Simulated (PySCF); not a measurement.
Compound: C3H8Si2.
Numbering: `[CH3:1][C:2]#[C:3][SiH2:4][SiH3:5]` (hydrogens: H6, H7, H8 on C1; H9, H10 on Si4; H11, H12, H13 on Si5)

The same species was optimised twice, with GFN2-xTB and with PBE0-D3(BJ)/def2-SVP (PySCF), and the same property calculations (PySCF, gas phase) were run on both structures.

```csv
coordinate,GFN2-xTB,PBE0-D3(BJ)/def2-SVP,change
Si4–Si5 (Å),2.309,2.345,+0.036
Si5–H12 (Å),1.465,1.495,+0.030
Si5–H13 (Å),1.465,1.495,+0.030
Si5–H11 (Å),1.467,1.497,+0.030
Si4–H10 (Å),1.472,1.496,+0.024
Si4–H9 (Å),1.472,1.495,+0.023
C3–Si4 (Å),1.845,1.826,-0.019
C2≡C3 (Å),1.206,1.220,+0.014
C1–H8 (Å),1.090,1.101,+0.011
C1–H6 (Å),1.090,1.101,+0.011
C1–H7 (Å),1.090,1.101,+0.011
C1–C2 (Å),1.447,1.450,+0.003
C3–Si4–H9 (°),106.1,110.1,+4.0
C3–Si4–H10 (°),106.1,110.1,+4.0
Si4–Si5–H12 (°),112.8,109.6,-3.2
Si5–Si4–H10 (°),113.1,109.9,-3.2
Si4–Si5–H13 (°),112.8,110.0,-2.8
Si5–Si4–H9 (°),113.1,110.3,-2.8
C3–Si4–Si5 (°),111.0,108.2,-2.8
H12–Si5–H13 (°),106.5,108.9,+2.4
```

Rotational constants: A = 7066, B = 1140, C = 1010 MHz (GFN2-xTB) against A = 6440, B = 1176, C = 1025 MHz (PBE0-D3(BJ)/def2-SVP).

On the GFN2-xTB structure: isotropic polarisability (au) 94.0 [CAM-B3LYP/def2-SVPD]; HOMO (eV) -8.80 [CAM-B3LYP/def2-SVPD]; LUMO (eV) 0.99 [CAM-B3LYP/def2-SVPD]; dipole (D) 1.30 [CAM-B3LYP/def2-SVPD]; HOMO (eV) -7.52 [PBE0/pcSseg-1]; LUMO (eV) 0.06 [PBE0/pcSseg-1]; dipole (D) 1.36 [PBE0/pcSseg-1]; GIAO shielding of C1 (ppm) 180.6 [PBE0/pcSseg-1]; GIAO shielding of C2 (ppm) 70.9 [PBE0/pcSseg-1]; GIAO shielding of C3 (ppm) 109.0 [PBE0/pcSseg-1]; GIAO shielding of Si4 (ppm) 451.7 [PBE0/pcSseg-1]; GIAO shielding of Si5 (ppm) 466.2 [PBE0/pcSseg-1].

Question: What do these properties become on the PBE0-D3(BJ)/def2-SVP structure?

Answer: 
```json
{"property": "isotropic polarisability (au)", "level": "CAM-B3LYP/def2-SVPD", "on GFN2-xTB": "94.0", "on PBE0-D3(BJ)/def2-SVP": "96.8", "change": "+2.8"}
{"property": "HOMO (eV)", "level": "CAM-B3LYP/def2-SVPD", "on GFN2-xTB": "-8.80", "on PBE0-D3(BJ)/def2-SVP": "-8.69", "change": "+0.11"}
{"property": "LUMO (eV)", "level": "CAM-B3LYP/def2-SVPD", "on GFN2-xTB": "0.99", "on PBE0-D3(BJ)/def2-SVP": "0.95", "change": "-0.04"}
{"property": "dipole (D)", "level": "CAM-B3LYP/def2-SVPD", "on GFN2-xTB": "1.30", "on PBE0-D3(BJ)/def2-SVP": "1.56", "change": "+0.26"}
{"property": "energy, GFN2-xTB geometry as zero (kcal/mol)", "level": "CAM-B3LYP/def2-SVPD", "on GFN2-xTB": "0.0", "on PBE0-D3(BJ)/def2-SVP": "-1.6", "change": "-1.6"}
{"property": "HOMO (eV)", "level": "PBE0/pcSseg-1", "on GFN2-xTB": "-7.52", "on PBE0-D3(BJ)/def2-SVP": "-7.44", "change": "+0.08"}
{"property": "LUMO (eV)", "level": "PBE0/pcSseg-1", "on GFN2-xTB": "0.06", "on PBE0-D3(BJ)/def2-SVP": "-0.01", "change": "-0.07"}
{"property": "dipole (D)", "level": "PBE0/pcSseg-1", "on GFN2-xTB": "1.36", "on PBE0-D3(BJ)/def2-SVP": "1.62", "change": "+0.26"}
{"property": "energy, GFN2-xTB geometry as zero (kcal/mol)", "level": "PBE0/pcSseg-1", "on GFN2-xTB": "0.0", "on PBE0-D3(BJ)/def2-SVP": "-1.7", "change": "-1.7"}
{"property": "GIAO shielding of C1 (ppm)", "level": "PBE0/pcSseg-1", "on GFN2-xTB": "180.6", "on PBE0-D3(BJ)/def2-SVP": "178.2", "change": "-2.4"}
{"property": "GIAO shielding of C2 (ppm)", "level": "PBE0/pcSseg-1", "on GFN2-xTB": "70.9", "on PBE0-D3(BJ)/def2-SVP": "67.4", "change": "-3.5"}
{"property": "GIAO shielding of C3 (ppm)", "level": "PBE0/pcSseg-1", "on GFN2-xTB": "109.0", "on PBE0-D3(BJ)/def2-SVP": "107.4", "change": "-1.6"}
{"property": "GIAO shielding of Si4 (ppm)", "level": "PBE0/pcSseg-1", "on GFN2-xTB": "451.7", "on PBE0-D3(BJ)/def2-SVP": "449.8", "change": "-1.9"}
{"property": "GIAO shielding of Si5 (ppm)", "level": "PBE0/pcSseg-1", "on GFN2-xTB": "466.2", "on PBE0-D3(BJ)/def2-SVP": "456.0", "change": "-10.2"}
```

The heavy atoms differ by 0.055 Å rms after alignment. Among all bonds Si4–Si5 changes most (+0.036 Å). Changes are differences of the printed values. Neither structure is proved a minimum here.
